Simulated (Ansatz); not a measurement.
Pulling the pair apart

The pair of Cl⁻ (SMILES [Cl-], atom 1) and BF$_{3}$ (SMILES FB(F)F, atoms 2–5), both closed shells, in one local arrangement (a lower one may exist), relaxed at PBE0-D4/def2-TZVPD:

```json
{"atom": "Cl1", "x (Å)": "-0.1638", "y (Å)": "-0.0851", "z (Å)": "-1.8029"}
{"atom": "F2", "x (Å)": "-0.6185", "y (Å)": "1.1630", "z (Å)": "0.5626"}
{"atom": "B3", "x (Å)": "0.0124", "y (Å)": "0.0064", "z (Å)": "0.1366"}
{"atom": "F4", "x (Å)": "1.3640", "y (Å)": "0.0347", "z (Å)": "0.4357"}
{"atom": "F5", "x (Å)": "-0.5941", "y (Å)": "-1.1191", "z (Å)": "0.6681"}
```

BF$_{3}$ is shifted rigidly along the line between the mean atom positions of the two fragments (negative: closer). Counterpoise interaction energies in kJ/mol. Program: Ansatz 0.2.0. Basis: def2-TZVPPD. Cores are frozen in the correlated methods.

```json
{"shift (Å)": "-0.20", "PBE-D4": "-247.7", "MP2": "-257.8", "PBE0-D4": "-273.9"}
{"shift (Å)": "-0.10", "PBE-D4": "-272.4", "MP2": "-281.8", "PBE0-D4": "-296.1"}
{"shift (Å)": "0.00", "PBE-D4": "-281.1", "MP2": "-289.0", "PBE0-D4": "-302.0"}
{"shift (Å)": "0.10", "PBE-D4": "-279.6", "MP2": "-285.4", "PBE0-D4": "-297.8"}
{"shift (Å)": "0.23", "PBE-D4": "-267.4", "MP2": "-270.0", "PBE0-D4": "-281.8"}
{"shift (Å)": "0.49", "PBE-D4": "-231.5", "MP2": "-228.3", "PBE0-D4": "-239.8"}
{"shift (Å)": "0.97", "PBE-D4": "-161.8", "MP2": "-150.8", "PBE0-D4": "-162.3"}
{"shift (Å)": "1.95", "PBE-D4": "-80.3", "MP2": "-67.7", "PBE0-D4": "-75.1"}
```

What does CCSD(T) give at these shifts? (An estimate is asked for; the value comes from the calculation.)

Computed: -255.9, -280.8, -288.6, -285.6, -270.8, -229.8, -152.5, -68.4 kJ/mol. For zero shift, CCSD(T) at an estimated basis limit (MP2 extrapolated from triple and quadruple zeta, plus CCSD(T) − MP2 in triple zeta) gives -299.5 kJ/mol. These are counterpoise interaction energies, counted from the two frozen fragments.

T1 diagnostic: at most 0.014.

For scale, one of the runs: CCSD(T)/def2-TZVPPD, 208 basis functions, launched by `ansatz run in.yaml --threads 4 --pin off --events-out ev --progress --plain --max-ram 9574MiB`. Time: 18 s of wall clock on 4 CPU threads of an Intel Xeon 6975P-C; the host was shared. Peak host memory: 2.3 GiB.
